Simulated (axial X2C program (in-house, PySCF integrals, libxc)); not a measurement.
## Bond lengths and stretching modes, held linear, of CuOH

Calculated with an axial X2C code built on PySCF integrals: two-component X2C with atomic mean-field Coulomb and Gaunt terms, Gaussian nuclei, basis Cu dyall-v3z, O dyall-av3z, H dyall-v3z with contracted cores. Spin-free rows use the one-electron spin-free X2C Hamiltonian.

Masses Cu 62.930, O 15.995, H 1.008 u. States: 2c Ω = 0 (all partner blocks equally filled); spin-free M_S = 0, Λ = 0 (closed shell).

MP2, spin-free: energies above the lowest point

| r(Cu–O) (Å) | r(O–H) (Å) | E (meV) |
| --- | --- | --- |
| 1.6819 | 0.9223 | 25.40 |
| 1.6819 | 0.9460 | 3.11 |
| 1.6819 | 0.9696 | 13.43 |
| 1.7250 | 0.9223 | 22.82 |
| 1.7250 | 0.9460 | 0.00 |
| 1.7250 | 0.9696 | 9.80 |
| 1.7250 | 0.9933 | 47.39 |
| 1.7681 | 0.9223 | 60.22 |
| 1.7681 | 0.9460 | 36.74 |
| 1.7681 | 0.9696 | 45.96 |
| 1.8113 | 0.9460 | 104.61 |
| 1.8113 | 0.9933 | 149.56 |

Q: Fit a quadratic surface with cubic terms in each bond: where is the minimum, and what are the two stretching wavenumbers?

A: At MP2, spin-free: bonds 1.706 and 0.950 Å; harmonic stretches 690.9 and 4042.4 cm⁻¹; force constants 3.78, 9.1 and coupling -0.09 mdyn/Å.

The other levels and Hamiltonians give:

```tsv
Hamiltonian	level	r(Cu–O) (Å)	r(O–H) (Å)	lower stretch (cm⁻¹)	upper stretch (cm⁻¹)
2c	PBE0	1.724	0.946	689.4	4079.3
2c	HF	1.800	0.930	596.0	4290.9
2c	BHandHLYP	1.745	0.939	667.9	4162.5
2c	MP2	1.707	0.950	690.4	4042.6
spin-free	PBE0	1.724	0.946	689.4	4078.9
spin-free	HF	1.799	0.930	596.4	4290.8
spin-free	BHandHLYP	1.745	0.939	668.0	4162.2
```

Each state is one determinant, the lowest of a limited PBE0 search; the stretches come from a fit to these few points and carry an uncertainty of a few per cent. Other orders of the atoms were not compared. MP2 freezes inner shells (threshold -2 hartree). The molecule was held linear; bending was not examined, so a bent shape may lie lower.
